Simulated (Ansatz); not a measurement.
# Nudged elastic band run: C₂H₉BGe

The input (input.yaml):

```yaml
crystal:
  periodic: [false, false, false]
  atoms:
    - { symbol: C, position_ang: [-1.117007, 1.872425, -0.857625] }
    - { symbol: B, position_ang: [-0.959685, 0.654603, 0.100956] }
    - { symbol: Ge, position_ang: [0.858448, -0.200949, 0.625788] }
    - { symbol: C, position_ang: [0.882155, -2.136344, 0.198485] }
    - { symbol: H, position_ang: [-0.264738, 2.084993, -1.521237] }
    - { symbol: H, position_ang: [-1.194067, 2.736222, -0.157391] }
    - { symbol: H, position_ang: [-2.059845, 1.880942, -1.429018] }
    - { symbol: H, position_ang: [-1.951623, 0.196579, 0.626928] }
    - { symbol: H, position_ang: [1.096528, -0.061163, 2.153695] }
    - { symbol: H, position_ang: [2.069795, 0.467478, -0.077263] }
    - { symbol: H, position_ang: [1.836043, -2.583694, 0.515008] }
    - { symbol: H, position_ang: [0.060844, -2.65011, 0.720511] }
    - { symbol: H, position_ang: [0.763553, -2.295483, -0.884038] }
basis:
  gaussian: { orbitals: def2-SVP }
hamiltonian:
  xc: b3lyp
  dispersion: d4
neb:
  order_check: false
  images: 7
  f_tol: 0.05
  max_iterations: 60
  initial_path: idpp
  final_atoms:
    - { symbol: C, position_ang: [-1.19225897, 1.90856022, -0.76620837] }
    - { symbol: B, position_ang: [-0.94395186, 0.64616034, 0.11287286] }
    - { symbol: Ge, position_ang: [0.92142876, -0.20518476, 0.44579312] }
    - { symbol: C, position_ang: [0.88667798, -2.17479164, 0.24581792] }
    - { symbol: H, position_ang: [-0.40298513, 2.16208957, -1.48987125] }
    - { symbol: H, position_ang: [-1.21740058, 2.73714668, -0.02199833] }
    - { symbol: H, position_ang: [-2.18071583, 1.93191442, -1.25446861] }
    - { symbol: H, position_ang: [-1.8824586, 0.15465526, 0.70292842] }
    - { symbol: H, position_ang: [1.37007273, 0.10653165, 1.90096086] }
    - { symbol: H, position_ang: [2.02484413, 0.36467158, -0.48510111] }
    - { symbol: H, position_ang: [0.1393024, -2.61052111, 0.92591425] }
    - { symbol: H, position_ang: [0.62564742, -2.45435636, -0.78612496] }
    - { symbol: H, position_ang: [1.87219855, -2.60137687, 0.48428421] }
```

Launched with:

```bash
$ ansatz run input.yaml --threads 2 --pin off --max-ram 3072MiB --backend cpu --events-out ev --progress --plain --runs-dir out
```

Output, in part (warnings, iteration lines, the closing report on the highest movable image, with atoms numbered from 0):

```
NEB end point (image 0): max|allowed force component| = 1.447e-2 eV/Å (the criterion of neb.relax_end_points is 1.000e-2)
NEB end point (image 8): max|allowed force component| = 6.742e-3 eV/Å (the criterion of neb.relax_end_points is 1.000e-2)
NEB iter   1: max|band force component| = 3.677e-1 eV/Å  barrier→ = 0.0648 eV  barrier← = 0.0654 eV  CI = image 4  Δτ_max = 0.0846 Å  (231 SCF iters)
NEB iter   2: max|band force component| = 1.417e-1 eV/Å  barrier→ = 0.0506 eV  barrier← = 0.0512 eV  CI = image 4  Δτ_max = 0.0197 Å  (178 SCF iters)
NEB iter   3: max|band force component| = 6.741e-2 eV/Å  barrier→ = 0.0480 eV  barrier← = 0.0486 eV  CI = image 4  Δτ_max = 0.0060 Å  (175 SCF iters)
NEB iter   4: max|band force component| = 1.504e-2 eV/Å  barrier→ = 0.0478 eV  barrier← = 0.0484 eV  CI = image 4  Δτ_max = 0.0000 Å  (347 SCF iters)
Total energy: -59407.54573263 eV, -2183.1870377932 hartree
Atom 0 at    -1.333576     1.877772    -0.529293 Å, force    -0.003879     0.002304     0.007482 eV/Å
Atom 1 at    -0.929814     0.624659     0.303079 Å, force    -0.001426    -0.003782    -0.011249 eV/Å
Atom 2 at     0.980929    -0.188136     0.353408 Å, force    -0.004184     0.013860     0.002936 eV/Å
Atom 3 at     0.959325    -2.144847    -0.004711 Å, force     0.002534    -0.014497    -0.000849 eV/Å
Atom 4 at    -0.664204     2.147843    -1.359676 Å, force     0.001336    -0.000076     0.000499 eV/Å
Atom 5 at    -1.265910     2.706074     0.212545 Å, force     0.000805     0.002850    -0.001178 eV/Å
Atom 6 at    -2.383284     1.880016    -0.866812 Å, force     0.000788     0.000306    -0.000007 eV/Å
Atom 7 at    -1.761654     0.107547     1.017378 Å, force     0.000576    -0.002908    -0.000344 eV/Å
Atom 8 at     1.596694     0.035450     1.761454 Å, force     0.004034    -0.001815     0.001590 eV/Å
Atom 9 at     1.947690     0.491531    -0.652132 Å, force     0.000458    -0.002683    -0.001873 eV/Å
Atom 10 at     1.333841    -2.696786     0.869505 Å, force    -0.001575     0.001660    -0.000975 eV/Å
Atom 11 at    -0.060258    -2.495558    -0.223320 Å, force     0.003094     0.003588     0.001757 eV/Å
Atom 12 at     1.600623    -2.380065    -0.866627 Å, force    -0.002559     0.001193     0.002209 eV/Å
Dipole moment:    -0.176595     0.055063    -0.082227 e Å
```

The run converged. A vibrational analysis at the climbing image gives one clearly imaginary mode, 139i cm⁻¹: a first-order saddle point.

Final band (atoms are numbered from 1 in the order of the input):

| image | path coordinate (Å) | energy (eV) | dihedral B2–Ge3–C4–H11 (°) |
| --- | --- | --- | --- |
| 0 | 0.00 | 0.000 | -178 |
| 1 | 0.44 | 0.006 | -163 |
| 2 | 0.89 | 0.023 | -148 |
| 3 | 1.33 | 0.040 | -133 |
| 4 | 1.77 | 0.048 | -117 |
| 5 | 2.22 | 0.040 | -102 |
| 6 | 2.66 | 0.023 | -87 |
| 7 | 3.10 | 0.006 | -72 |
| 8 | 3.54 | -0.001 | -57 |

The run took 110 s on 2 threads of Arm Neoverse V1, with other jobs on the host, peak memory 0.29 GiB.
